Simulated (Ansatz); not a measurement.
A short molecular-dynamics run on Al6As7H20⁺, a cluster cut from zinc blende AlAs (hydrogen-capped).

```yaml
crystal:
  periodic: [false, false, false]
  atoms:
    - {symbol: As, position_ang: [0.750266, -3.458959, 0.584518]}
    - {symbol: As, position_ang: [-2.321555, 2.423367, -1.994588]}
    - {symbol: As, position_ang: [0.694666, -0.788156, -2.185265]}
    - {symbol: As, position_ang: [-2.122961, -0.646246, 0.405092]}
    - {symbol: As, position_ang: [0.722925, -0.702401, 3.226905]}
    - {symbol: As, position_ang: [0.598423, 2.128408, 0.422060]}
    - {symbol: As, position_ang: [3.428242, -0.663833, 0.513381]}
    - {symbol: Al, position_ang: [-3.755980, 0.470720, -1.227918]}
    - {symbol: Al, position_ang: [-0.898441, -2.295202, -0.946456]}
    - {symbol: Al, position_ang: [2.332066, -2.256185, 2.112733]}
    - {symbol: Al, position_ang: [-0.692994, 3.968913, -0.806593]}
    - {symbol: Al, position_ang: [2.164176, 0.899958, -1.026645]}
    - {symbol: Al, position_ang: [-0.852642, 0.819513, 1.945739]}
    - {symbol: H, position_ang: [1.536155, -4.528106, -0.164790]}
    - {symbol: H, position_ang: [-0.058340, -4.388403, 1.479882]}
    - {symbol: H, position_ang: [-3.322248, 3.361359, -2.662657]}
    - {symbol: H, position_ang: [-1.632229, 1.975455, -3.282811]}
    - {symbol: H, position_ang: [1.544125, -1.603242, -3.151409]}
    - {symbol: H, position_ang: [-0.129305, -0.028820, -3.217482]}
    - {symbol: H, position_ang: [-2.987518, -1.526159, 1.304226]}
    - {symbol: H, position_ang: [-0.048323, -1.544171, 4.236611]}
    - {symbol: H, position_ang: [1.537962, 0.116825, 4.220434]}
    - {symbol: H, position_ang: [1.561840, 2.865578, 1.350225]}
    - {symbol: H, position_ang: [4.505391, -1.429958, -0.244522]}
    - {symbol: H, position_ang: [4.350087, 0.207323, 1.356193]}
    - {symbol: H, position_ang: [-3.822101, -0.564389, -2.447776]}
    - {symbol: H, position_ang: [-4.958990, 1.059070, -0.364153]}
    - {symbol: H, position_ang: [-1.657631, -3.352933, -1.855541]}
    - {symbol: H, position_ang: [3.297536, -3.149543, 3.001347]}
    - {symbol: H, position_ang: [0.309060, 4.572478, -1.892724]}
    - {symbol: H, position_ang: [-1.511098, 4.735834, 0.327170]}
    - {symbol: H, position_ang: [3.154406, 1.667703, -2.002795]}
    - {symbol: H, position_ang: [-1.714971, 1.654212, 2.987618]}
basis:
  gaussian: {orbitals: "6-31G*"}
total_charge: 1
hamiltonian: {xc: {name: revPBE}}
md: {timestep: 1 fs, n_steps: 25, ensemble: nvt_nose_hoover, temperature: 1000, initial_velocities: maxwell_boltzmann, seed: 385}
scf: {omitted_lower_state_checks: [starts]}
```

```sh
$ ansatz run in.yaml --threads 2 --pin off --events-out ev --progress --plain --max-ram 32768MiB --backend cuda --devices 0, --max-vram 18GiB
```

| step | time (fs) | potential energy (eV) | kinetic (eV) | T (K) | conserved (eV) |
| --- | --- | --- | --- | --- | --- |
| 0 | 0.0 | -465699.1250 | 4.0071 | 1000 | -465695.1180 |
| 1 | 1.0 | -465699.0187 | 3.9050 | 975 | -465695.1137 |
| 2 | 2.0 | -465698.7624 | 3.6576 | 913 | -465695.1048 |
| 3 | 3.0 | -465698.4863 | 3.3883 | 846 | -465695.0981 |
| 4 | 4.0 | -465698.2906 | 3.1928 | 797 | -465695.0982 |
| 5 | 5.0 | -465698.1790 | 3.0769 | 768 | -465695.1027 |
| 6 | 6.0 | -465698.0872 | 2.9817 | 744 | -465695.1065 |
| 7 | 7.0 | -465697.9557 | 2.8496 | 711 | -465695.1077 |
| 8 | 8.0 | -465697.7627 | 2.6579 | 663 | -465695.1071 |
| 9 | 9.0 | -465697.5163 | 2.4138 | 602 | -465695.1055 |
| 10 | 10.0 | -465697.2445 | 2.1462 | 536 | -465695.1023 |
| 11 | 11.0 | -465697.0021 | 1.9095 | 477 | -465695.0976 |
| 12 | 12.0 | -465696.8630 | 1.7743 | 443 | -465695.0948 |
| 13 | 13.0 | -465696.8676 | 1.7771 | 443 | -465695.0979 |
| 14 | 14.0 | -465696.9693 | 1.8732 | 467 | -465695.1049 |
| 15 | 15.0 | -465697.0621 | 1.9622 | 490 | -465695.1105 |
| 16 | 16.0 | -465697.0618 | 1.9635 | 490 | -465695.1109 |
| 17 | 17.0 | -465696.9629 | 1.8717 | 467 | -465695.1060 |
| 18 | 18.0 | -465696.8388 | 1.7559 | 438 | -465695.1000 |
| 19 | 19.0 | -465696.7801 | 1.7014 | 425 | -465695.0980 |
| 20 | 20.0 | -465696.8184 | 1.7397 | 434 | -465695.1006 |
| 21 | 21.0 | -465696.9181 | 1.8391 | 459 | -465695.1038 |
| 22 | 22.0 | -465697.0274 | 1.9495 | 487 | -465695.1059 |
| 23 | 23.0 | -465697.1101 | 2.0347 | 508 | -465695.1070 |
| 24 | 24.0 | -465697.1470 | 2.0755 | 518 | -465695.1070 |
| 25 | 25.0 | -465697.1393 | 2.0740 | 518 | -465695.1050 |

Velocities are drawn at the set temperature; a run this short doesn't reach equilibrium.

The 6-31G sets use Cartesian d functions.

Frames (Å, forces in eV/Å):

```xyz
33
time=0.0 fs
As    0.750   -3.459    0.585    0.005   -0.127    0.004
As   -2.322    2.423   -1.995   -0.102    0.102   -0.066
As    0.695   -0.788   -2.185    0.033   -0.022   -0.154
As   -2.123   -0.646    0.405   -0.131   -0.035    0.017
As    0.723   -0.702    3.227    0.003   -0.008    0.132
As    0.598    2.128    0.422    0.035    0.125    0.008
As    3.428   -0.664    0.513    0.124    0.011   -0.009
Al   -3.756    0.471   -1.228   -0.101   -0.019   -0.031
Al   -0.898   -2.295   -0.946   -0.086   -0.100   -0.050
Al    2.332   -2.256    2.113    0.090   -0.077    0.095
Al   -0.693    3.969   -0.807    0.012    0.104   -0.018
Al    2.164    0.900   -1.027    0.090    0.064   -0.057
Al   -0.853    0.820    1.946   -0.050    0.048    0.095
H     1.536   -4.528   -0.165    0.021   -0.068   -0.016
H    -0.058   -4.388    1.480   -0.019   -0.065    0.021
H    -3.322    3.361   -2.663   -0.020    0.023   -0.042
H    -1.632    1.975   -3.283   -0.015    0.024   -0.051
H     1.544   -1.603   -3.151    0.021   -0.022   -0.068
H    -0.129   -0.029   -3.217    0.027   -0.034   -0.044
H    -2.988   -1.526    1.304   -0.052   -0.046    0.047
H    -0.048   -1.544    4.237   -0.018   -0.019    0.066
H     1.538    0.117    4.220    0.021    0.017    0.066
H     1.562    2.866    1.350    0.052    0.051    0.057
H     4.505   -1.430   -0.245    0.073   -0.020   -0.021
H     4.350    0.207    1.356    0.067    0.017    0.024
H    -3.822   -0.564   -2.448   -0.037   -0.030   -0.043
H    -4.959    1.059   -0.364   -0.063    0.018    0.023
H    -1.658   -3.353   -1.856   -0.027   -0.045   -0.034
H     3.298   -3.150    3.001    0.040   -0.038    0.039
H     0.309    4.572   -1.893    0.037    0.051   -0.037
H    -1.511    4.736    0.327   -0.036    0.054    0.039
H     3.154    1.668   -2.003    0.044    0.032   -0.041
H    -1.715    1.654    2.988   -0.038    0.035    0.051
33
time=4.0 fs
As    0.764   -3.482    0.590   -0.088    0.490    0.688
As   -2.312    2.423   -2.000    0.416    0.155   -0.797
As    0.696   -0.785   -2.170   -0.642    0.448   -2.066
As   -2.124   -0.632    0.393    0.712    0.742   -0.703
As    0.718   -0.718    3.229    0.426    0.247    0.330
As    0.591    2.133    0.418    0.535    0.555    0.770
As    3.421   -0.662    0.508   -0.307    0.548    0.483
Al   -3.759    0.492   -1.219   -0.344   -0.047   -0.038
Al   -0.878   -2.265   -0.919   -0.237   -0.843   -0.614
Al    2.347   -2.267    2.129    0.112   -0.387    0.422
Al   -0.707    4.004   -0.806   -0.540    0.329    0.615
Al    2.104    0.889   -1.075   -0.266   -0.388    1.109
Al   -0.838    0.810    1.944    0.079    0.067   -0.009
H     1.639   -4.575    0.132    0.669   -0.639   -0.905
H    -0.018   -4.492    1.398   -0.370    0.087    0.376
H    -3.196    3.390   -2.764   -0.386    0.192    0.146
H    -1.599    2.096   -3.359   -0.135   -0.185    0.617
H     1.525   -1.633   -3.167   -0.123    0.157    0.327
H    -0.042    0.094   -3.373    0.643   -0.992    1.381
H    -2.826   -1.354    1.444   -0.944   -0.945    0.896
H    -0.125   -1.553    4.175   -0.035   -0.115    0.159
H     1.540    0.059    4.292   -0.306   -0.163   -0.249
H     1.670    2.752    1.406   -0.579   -0.192   -0.551
H     4.545   -1.363   -0.139    0.658   -0.675   -0.697
H     4.397    0.107    1.395   -0.187    0.260    0.086
H    -3.811   -0.559   -2.429   -0.097    0.009    0.001
H    -4.933    1.084   -0.286    0.097   -0.050   -0.156
H    -1.418   -3.445   -1.892   -0.095    0.330    0.234
H     3.329   -3.154    3.088   -0.249    0.273   -0.337
H     0.322    4.457   -1.933    0.041    0.227   -0.015
H    -1.675    4.830    0.306    0.662   -0.410   -0.615
H     2.830    1.659   -2.138    0.933    0.750   -0.913
H    -1.780    1.469    3.038   -0.052    0.163    0.027
33
time=8.0 fs
As    0.778   -3.504    0.598    1.131   -1.335    0.789
As   -2.301    2.422   -2.008    0.089    0.809   -0.831
As    0.695   -0.782   -2.159   -0.443   -0.255   -1.520
As   -2.124   -0.617    0.380   -0.328   -0.394    1.360
As    0.715   -0.734    3.232    0.119   -0.155    0.292
As    0.584    2.138    0.415    0.210    0.409    0.620
As    3.414   -0.660    0.503    1.146   -0.106   -0.030
Al   -3.765    0.514   -1.210   -0.419   -0.121   -0.156
Al   -0.859   -2.239   -0.896   -0.195   -1.318   -0.894
Al    2.363   -2.280    2.148   -0.245   -0.290    0.251
Al   -0.724    4.041   -0.802   -0.197    0.047    0.086
Al    2.044    0.876   -1.118    0.958    0.902    0.020
Al   -0.823    0.801    1.943   -0.141    0.148    0.242
H     1.813   -4.688    0.307   -0.615    0.876   -0.605
H    -0.026   -4.578    1.366   -0.137    0.546    0.135
H    -3.122    3.440   -2.838   -0.275   -0.134    0.562
H    -1.582    2.187   -3.353    0.136   -0.522    0.321
H     1.492   -1.645   -3.139    0.129   -0.075    0.233
H     0.129    0.082   -3.340   -0.102   -0.405    0.684
H    -2.779   -1.296    1.672    0.105    0.122   -1.106
H    -0.203   -1.576    4.133    0.196    0.049   -0.061
H     1.502   -0.019    4.333   -0.161    0.077   -0.012
H     1.701    2.617    1.389   -0.285    0.141   -0.275
H     4.656   -1.379   -0.121   -0.665    0.043   -0.105
H     4.416    0.045    1.443   -0.419    0.299   -0.061
H    -3.815   -0.553   -2.411   -0.127    0.036    0.031
H    -4.896    1.102   -0.229    0.053   -0.019   -0.175
H    -1.196   -3.490   -1.896   -0.315    0.484    0.301
H     3.329   -3.121    3.128   -0.072    0.145   -0.233
H     0.339    4.376   -1.972   -0.151    0.272    0.219
H    -1.746    4.868    0.203    0.601   -0.232   -0.323
H     2.623    1.739   -2.376    0.214   -0.203    0.519
H    -1.850    1.307    3.089    0.206    0.159   -0.279
33
time=12.0 fs
As    0.793   -3.529    0.607    1.374   -1.316    0.986
As   -2.291    2.423   -2.017   -0.206    1.019   -0.161
As    0.694   -0.779   -2.151    0.158   -2.170    0.783
As   -2.125   -0.603    0.370   -0.391   -0.558    1.801
As    0.711   -0.750    3.235   -0.070   -0.395   -0.006
As    0.578    2.144    0.414   -0.602    0.163   -0.018
As    3.409   -0.657    0.499    1.279   -0.345   -0.218
Al   -3.772    0.535   -1.203   -0.228   -0.189   -0.314
Al   -0.842   -2.220   -0.877   -0.050   -1.123   -0.629
Al    2.377   -2.295    2.168   -0.788    0.110   -0.265
Al   -0.741    4.078   -0.797    0.778   -0.867   -0.885
Al    1.988    0.868   -1.160    1.562    1.724   -0.279
Al   -0.809    0.792    1.943   -0.232    0.082    0.264
H     1.908   -4.686    0.383   -0.920    0.943   -0.630
H    -0.057   -4.586    1.357    0.016    0.530    0.067
H    -3.092    3.473   -2.833   -0.243   -0.234    0.528
H    -1.543    2.200   -3.303    0.400   -0.639   -0.290
H     1.479   -1.669   -3.077    0.393   -0.331    0.007
H     0.274    0.031   -3.234   -1.296    1.374   -1.761
H    -2.730   -1.235    1.756    0.163    0.179   -1.526
H    -0.254   -1.594    4.085    0.209    0.032   -0.084
H     1.440   -0.084    4.374    0.060    0.317    0.296
H     1.697    2.504    1.337    0.535    0.544    0.429
H     4.680   -1.396   -0.125   -0.974    0.301    0.098
H     4.374    0.028    1.484   -0.312    0.339   -0.101
H    -3.837   -0.541   -2.389   -0.146    0.009   -0.008
H    -4.852    1.119   -0.197   -0.159    0.100   -0.026
H    -1.022   -3.468   -1.859   -0.585    0.118   -0.032
H     3.322   -3.070    3.138    0.374   -0.221    0.188
H     0.334    4.336   -1.981   -0.166    0.322    0.256
H    -1.737    4.880    0.058   -0.291    0.548    0.619
H     2.459    1.796   -2.547    0.073   -0.648    1.245
H    -1.890    1.171    3.101    0.284    0.277   -0.332
33
time=16.0 fs
As    0.812   -3.556    0.617    0.262    0.794    1.017
As   -2.280    2.426   -2.026    0.323    0.436   -0.001
As    0.693   -0.780   -2.142   -0.696   -1.239   -1.679
As   -2.126   -0.589    0.363    0.431    0.180   -0.013
As    0.708   -0.766    3.239    0.385   -0.007    0.202
As    0.571    2.151    0.412   -0.122    0.378    0.386
As    3.406   -0.655    0.494   -0.306    0.230    0.164
Al   -3.781    0.554   -1.197   -0.093   -0.163   -0.269
Al   -0.824   -2.207   -0.861   -0.031   -0.771   -0.199
Al    2.387   -2.309    2.186   -0.711    0.187   -0.269
Al   -0.755    4.110   -0.798    0.585   -1.014   -0.597
Al    1.941    0.870   -1.204    1.635    1.768    0.620
Al   -0.796    0.784    1.945    0.027    0.012   -0.076
H     1.881   -4.561    0.362    0.302   -0.604   -0.875
H    -0.089   -4.520    1.362   -0.114   -0.023    0.278
H    -3.101    3.476   -2.754   -0.344    0.034   -0.023
H    -1.454    2.122   -3.282   -0.109   -0.275    0.095
H     1.518   -1.734   -3.009    0.065    0.097    0.115
H     0.257    0.126   -3.318   -0.336   -0.441    0.295
H    -2.667   -1.157    1.632   -0.703   -0.705    0.273
H    -0.277   -1.610    4.027   -0.044   -0.189    0.109
H     1.381   -0.108    4.450   -0.129    0.094   -0.116
H     1.755    2.467    1.333    0.012    0.398    0.018
H     4.574   -1.376   -0.123    0.275   -0.258   -0.349
H     4.288    0.063    1.511   -0.015    0.342   -0.064
H    -3.882   -0.528   -2.368   -0.153   -0.009   -0.056
H    -4.830    1.149   -0.171   -0.200    0.132    0.002
H    -0.936   -3.429   -1.827   -0.710   -0.319   -0.364
H     3.364   -3.047    3.170    0.283   -0.168    0.097
H     0.308    4.345   -1.955    0.105    0.381   -0.029
H    -1.760    4.965   -0.004   -0.299    0.512    0.611
H     2.311    1.765   -2.542    0.405   -0.224    0.705
H    -1.891    1.078    3.066    0.020    0.437   -0.007
33
time=20.0 fs
As    0.831   -3.581    0.630   -0.147    1.520    0.956
As   -2.269    2.431   -2.036    0.504    0.097    0.107
As    0.690   -0.784   -2.137   -1.110   -0.991   -2.724
As   -2.126   -0.575    0.356    0.765    0.451   -0.697
As    0.705   -0.783    3.243    0.364    0.076    0.505
As    0.564    2.158    0.412    0.478    0.600    0.776
As    3.403   -0.653    0.489   -1.092    0.570    0.355
Al   -3.791    0.573   -1.192   -0.204   -0.066   -0.070
Al   -0.807   -2.200   -0.847   -0.146   -1.107   -0.272
Al    2.393   -2.323    2.204   -0.087   -0.039    0.039
Al   -0.765    4.138   -0.801   -0.390   -0.207    0.294
Al    1.903    0.881   -1.243    1.343    0.891    2.587
Al   -0.782    0.776    1.946    0.120   -0.037   -0.273
H     1.888   -4.514    0.208    0.344   -0.970   -0.742
H    -0.133   -4.454    1.404    0.106   -0.319    0.148
H    -3.159    3.479   -2.675   -0.140   -0.024   -0.361
H    -1.380    2.003   -3.250   -0.577    0.196    0.307
H     1.569   -1.786   -2.926   -0.179    0.398    0.070
H     0.180    0.176   -3.384    0.231   -1.325    1.179
H    -2.709   -1.183    1.542   -0.992   -0.994    0.940
H    -0.303   -1.651    3.982   -0.019   -0.139    0.069
H     1.304   -0.116    4.510   -0.172   -0.088   -0.389
H     1.814    2.490    1.333   -0.648    0.180   -0.448
H     4.503   -1.392   -0.169    0.822   -0.357   -0.370
H     4.197    0.147    1.524    0.167    0.107   -0.250
H    -3.951   -0.516   -2.354   -0.129    0.041   -0.039
H    -4.836    1.199   -0.147   -0.006    0.028   -0.165
H    -0.956   -3.429   -1.842   -0.616   -0.052   -0.102
H     3.445   -3.047    3.211   -0.210    0.139   -0.334
H     0.297    4.412   -1.931    0.236    0.350   -0.168
H    -1.818    5.116    0.018    0.583   -0.423   -0.149
H     2.229    1.711   -2.447    0.958    0.986   -1.028
H    -1.889    1.050    3.030   -0.156    0.507    0.250
33
time=25.0 fs
As    0.855   -3.610    0.649    0.890    0.020   -0.149
As   -2.254    2.436   -2.047   -0.487    0.557    0.895
As    0.684   -0.792   -2.137   -0.608   -1.945   -0.537
As   -2.125   -0.557    0.346   -0.660   -1.056    1.524
As    0.702   -0.804    3.249   -0.325   -0.432    0.132
As    0.556    2.169    0.413   -0.176    0.513    0.104
As    3.396   -0.649    0.484   -0.115   -0.214   -0.529
Al   -3.804    0.596   -1.187   -0.272   -0.003   -0.023
Al   -0.787   -2.200   -0.832   -0.427   -1.592   -0.411
Al    2.400   -2.340    2.225    0.285    0.045   -0.164
Al   -0.781    4.170   -0.804    0.027    0.090   -0.043
Al    1.867    0.904   -1.274    1.842    1.761    1.621
Al   -0.765    0.766    1.945   -0.469    0.030    0.142
H     1.912   -4.609   -0.103   -1.361    0.600    0.677
H    -0.157   -4.433    1.479    0.509   -0.257   -0.278
H    -3.248    3.465   -2.649    0.383   -0.443   -0.365
H    -1.396    1.890   -3.168   -0.154    0.203   -0.527
H     1.605   -1.779   -2.818    0.128    0.048   -0.371
H     0.114   -0.011   -3.261   -0.489   -0.017   -0.813
H    -2.918   -1.372    1.543    0.599    0.615   -1.313
H    -0.332   -1.724    3.935    0.212    0.134   -0.116
H     1.181   -0.138    4.520    0.184    0.116    0.160
H     1.771    2.563    1.254    0.006    0.280    0.074
H     4.542   -1.453   -0.274   -0.422    0.687    0.643
H     4.120    0.271    1.486    0.294   -0.164   -0.363
H    -4.062   -0.490   -2.344   -0.039    0.113    0.016
H    -4.844    1.266   -0.152    0.083   -0.027   -0.184
H    -1.106   -3.429   -1.874   -0.276    0.422    0.358
H     3.504   -3.021    3.198   -0.246    0.084   -0.255
H     0.321    4.564   -1.925   -0.143    0.053    0.215
H    -1.776    5.220    0.020    0.518   -0.630   -0.192
H     2.314    1.817   -2.498    0.448    0.051    0.103
H    -1.905    1.121    3.027    0.261    0.356   -0.031
```

Run time 96 s (2 threads of AMD EPYC 7R13 on a shared host and a share (18 GiB) of an NVIDIA H100 80GB HBM3).
